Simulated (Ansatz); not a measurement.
Isolated molecules relaxed with PBE0-D4/def2-TZVP in Ansatz; ΔE leaves out vibrations. CCSD(T)/CBS adds triple-zeta CCSD(T) − MP2 to the extrapolated MP2 energy (def2 sets, frozen cores). Functionals use def2-TZVPP. B3LYP here is the variant with VWN-RPA as its local correlation; programs differ in this. Elements past krypton have def2 core potentials. For Te outer-core shells are correlated without core-valence functions, which leaves a few kJ/mol of doubt a bond. One conformer a species, not always the lowest.

Consider the redistribution: `[SiH3]C[SiH2][TeH]` + `[SiH3]C(Cl)Cl` → `[SiH3][SiH2][TeH]` + `[SiH3]CC(Cl)Cl`.

(1) Is it downhill or uphill in electronic energy at CCSD(T)/CBS, and by how much? (Best estimate.)

(2) What do these levels give: PBE-D4, r2SCAN-D4, r2SCAN, B3LYP, MP2/def2-QZVPP, SCS-MP2/def2-QZVPP? (Best estimate.)

Largest T1 diagnostic among the species: 0.012.

Results:

(1) The calculation gave: Uphill: ΔE = +0.27 eV.

(2) Computed: PBE-D4 0.15, r2SCAN-D4 0.21, r2SCAN 0.21, B3LYP 0.21, MP2/def2-QZVPP 0.34, SCS-MP2/def2-QZVPP 0.32 eV.

The D4 term adds +0.04 eV with B3LYP and +0.02 eV with PBE0; it sums over pairs of atoms, weighted by their polarisabilities, and B3LYP, whose exchange is more repulsive, gets the larger term.
